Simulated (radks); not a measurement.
The tellurium ion Te+ inside a hard spherical wall (all orbitals vanish at R), configuration held at [Kr] 4d10 5s2 5p3 and not refilled when levels cross. Method: scalar-relativistic Kohn-Sham, LDA (Slater exchange, Perdew-Wang correlation), spin-polarised, spherical densities, finite nucleus; open shells are filled with parallel spins first (spin-orbit coupling, left out, can overturn this in heavy ions); Fermi nuclear charge, rms radius 4.7423 fm; computed with a radial shooting solver on a logarithmic mesh with Libxc functionals. Eigenvalues in eV for spin up, with the zero of energy where the potential of the charges vanishes at infinity; a dash marks a level that is unbound or too diffuse for the functional's potential to be trusted. A positive occupied level is held by the wall or, in an anion where self-interaction has pushed it up, behind a barrier. The pressure on the wall is -dE/dV.

| R (bohr) | E (hartree) | kinetic (hartree) | e(4p) | e(4d) | e(5s) | e(5p) | e(6s, empty) | e(5d, empty) | pressure (GPa) |
|---|---|---|---|---|---|---|---|---|---|
| free | -6788.32788 | 7110.218 | -123.21 | -50.762 | -24.415 | -14.591 | -5.099 | -4.162 | 0 |
| 20 | -6788.32788 | 7110.218 | -123.21 | -50.762 | -24.415 | -14.591 | -5.099 | -4.162 | < 0.0001 |
| 12 | -6788.32788 | 7110.218 | -123.21 | -50.762 | -24.415 | -14.591 | -5.079 | -4.152 | < 0.0001 |
| 10 | -6788.32788 | 7110.218 | -123.21 | -50.762 | -24.415 | -14.590 | -4.981 | -4.109 | 0.000293 |
| 6 | -6788.31810 | 7110.310 | -122.86 | -50.423 | -24.159 | -14.294 | -1.421 | -2.599 | 1.11 |
| 5 | -6788.27306 | 7110.632 | -121.91 | -49.499 | -23.447 | -13.395 | 4.068 | -0.237 | 8.76 |
| 4 | -6788.02563 | 7112.002 | -118.90 | -46.606 | -20.906 | -10.013 | 19.294 | 6.431 | 75.8 |
| 3.5 | -6787.60917 | 7113.947 | -115.66 | -43.517 | -17.587 | -5.591 | 36.196 | 13.979 | 241 |
| 3 | -6786.56368 | 7118.322 | -110.06 | -38.204 | -10.477 | 3.638 | 67.547 | 28.273 | 848 |
| 2.5 | -6783.68857 | 7129.433 | -99.620 | -28.129 | 6.587 | 24.835 | 130.53 | 57.747 | 3540 |
